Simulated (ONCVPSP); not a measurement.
**Varying the ONCV potential for selenium (Se)**

Base potential:

```json
{"Element": "Se (Z = 34)", "Generator": "ONCVPSP 4.0.1", "Type": "optimised norm-conserving Vanderbilt (ONCV)", "Functional": "PBE", "Relativity": "scalar-relativistic", "Frozen core": "[Ne]", "Valence charge": "24", "Reference configuration": "3s2 3p6 3d10 4s2 4p4", "Partial waves": "3s+4s: rc 0.80 bohr, ncon 3, nbas 8, qcut 16.9 1/bohr, 2 projectors; 3p+4p: rc 1.10 bohr, ncon 4, nbas 7, qcut 14 1/bohr, 2 projectors; 3d: rc 0.80 bohr, ncon 5, nbas 10, qcut 18.6 1/bohr, local", "Local potential": "the d channel", "Core correction": "none"}
```

Cutoffs, loose and tight: the cutoffs (Ha) at which the residual kinetic energy of the hardest occupied pseudo-wave falls to 1 and 0.1 mHa per electron. They do not see the model core or the augmentation charge, which bear on the density cutoff. Test errors are all-electron minus pseudo excitation energies from the reference, over the configurations 3s2 3p6 3d10 4s2 4p3; 3s2 3p6 3d10 4s2 4p2; 3s2 3p6 3d10 4s2 4p1; 3s2 3p6 3d10 4s0 4p6. A dash means not determined; rows that change the core or the reference have their own tests.

A true bound ghost makes a file unfit for plane-wave use even where its test errors are small: the radial tests pick states by their node count and pass the ghost by.

| change | outcome | cutoff, loose | cutoff, tight | bound ghosts | GHOST(+) flags above zero | largest test error (meV) |
| --- | --- | --- | --- | --- | --- | --- |
| base | generated | 156 Ha | 184 Ha | s | none | -7.0 |
| core correction Teter function, fcfact 3.75, rcfact 1.6 | generated | 156 Ha | 184 Ha | s | none | -7.1 |
| core [Ar], valence charge 16; reference 3d10 4s1.75 4p4.25; waves now 4s: rc 1.30 bohr, ncon 4, nbas 7, qcut 5.7 1/bohr, 2 projectors, debl 2.2 Ha; 4p: rc 1.85 bohr, ncon 4, nbas 7, qcut 5 1/bohr, 2 projectors, debl 2.2 Ha; 3d: rc 0.55 bohr, ncon 4, nbas 8, qcut 17.4 1/bohr, local | generated | 756 Ha | 968 Ha | s, p | s | -6.5 |

(1) What comes out with this change to the base: s: qcut 20.6; p: qcut 17.1; d: qcut 22.7?

(2) What comes out with this change to the base: p: rc 1.58?

## Answers

(1) outcome: generated; cutoff, loose: 191 Ha; cutoff, tight: 216 Ha; bound ghosts: s, p; GHOST(+) flags above zero: none; largest test error (meV): -2.3.

(2) outcome: generated; cutoff, loose: 156 Ha; cutoff, tight: 184 Ha; bound ghosts: s; GHOST(+) flags above zero: none; largest test error (meV): -11.
